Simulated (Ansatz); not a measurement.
`[BH2][Zn][S][SiH3]`, 9 atoms. Total charge 0; spin multiplicity 1. For Zn the d shell is correlated and the shells below it are frozen. Scalar relativity is left out up to krypton. All runs use 4 threads of a server CPU on a shared host. Correlated methods freeze the cores.

Q: How many basis functions does each run have, and how long does it take in Ansatz? RKS PBE0-D4/def2-QZVPP energy; RKS CAM-B3LYP-D4/def2-TZVPP energy; direct RPA on PBE orbitals with 3s3p of Cu, Zn/def2-TZVPP energy; RHF-CCSD(T) with 3s3p of Cu, Zn/def2-TZVPP energy; RKS ωB97M-V/def2-QZVPP energy; RKS PBE-D4/def2-TZVPP energy and forces; RKS ωB97M-V/def2-SVP energy; RKS B3LYP-D4/def2-TZVPP energy and forces; RHF-CCSD(T) with 3s3p of Cu, Zn/def2-SVP energy; RKS BHLYP-D4/def2-TZVPP energy; RKS PBE0-D4/def2-TZVP relaxation (19 steps); RKS PBE0-D4/def2-SVP energy. (Best estimate.)

A: Computed: Other jobs shared the machine, so times are rough.

```csv
level,job,functions,wall time,peak host memory (GiB)
RKS PBE0-D4/def2-SVP,energy,106,1.3 s,0.22
RKS PBE-D4/def2-TZVPP,energy and forces,249,2.8 s,0.36
"RHF-CCSD(T) with 3s3p of Cu, Zn/def2-SVP",energy,106,3.8 s,0.4
RKS BHLYP-D4/def2-TZVPP,energy,249,3.9 s,0.79
RKS CAM-B3LYP-D4/def2-TZVPP,energy,249,4.4 s,0.83
"direct RPA on PBE orbitals with 3s3p of Cu, Zn/def2-TZVPP",energy,249,5 s,0.55
RKS B3LYP-D4/def2-TZVPP,energy and forces,249,6 s,0.8
RKS ωB97M-V/def2-SVP,energy,106,6 s,0.35
RKS PBE0-D4/def2-QZVPP,energy,447,9.5 s,1.8
RKS ωB97M-V/def2-QZVPP,energy,447,22 s,2.1
RKS PBE0-D4/def2-TZVP,relaxation (19 steps),183,67 s,0.54
"RHF-CCSD(T) with 3s3p of Cu, Zn/def2-TZVPP",energy,249,2.1 min,4.7
```

B3LYP here is the variant with VWN-RPA as its local correlation; programs differ in this.
